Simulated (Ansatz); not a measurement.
Correlation energies of `FBBCl` by basis set

```xyz
6

F     1.506   -1.177    0.225
B     0.359   -0.754   -0.285
B    -0.258    0.772    0.110
Cl   -1.362    0.887    1.456
H    -0.206   -1.517   -1.027
H    -0.039    1.789   -0.479
```

The species carries charge 0 and has multiplicity 1. The geometry is a stationary point of PBE0-D4/def2-TZVP. It is one conformer, not always the lowest. Frozen core, restricted reference, Ansatz. CBS rows extrapolate triple and quadruple zeta; past MP2 they add the triple-zeta difference.

```json
{"basis": "def2-SVP", "HF (Eh)": "-609.27224", "MP2 corr.": "-0.47472"}
{"basis": "def2-TZVPP", "HF (Eh)": "-609.61105", "MP2 corr.": "-0.62543"}
{"basis": "def2-QZVPP", "HF (Eh)": "-609.63047", "MP2 corr.": "-0.68170"}
```

(1) Estimate the CCSD correlation energy and the (T) correction in each basis where they were run (hartree).

Results:

(1) 
| basis | CCSD corr. | (T) |
| --- | --- | --- |
| def2-SVP | -0.51175 | -0.01140 |
| def2-TZVPP | -0.66204 | -0.02377 |
| CBS(def2) | -0.75999 | as TZ |
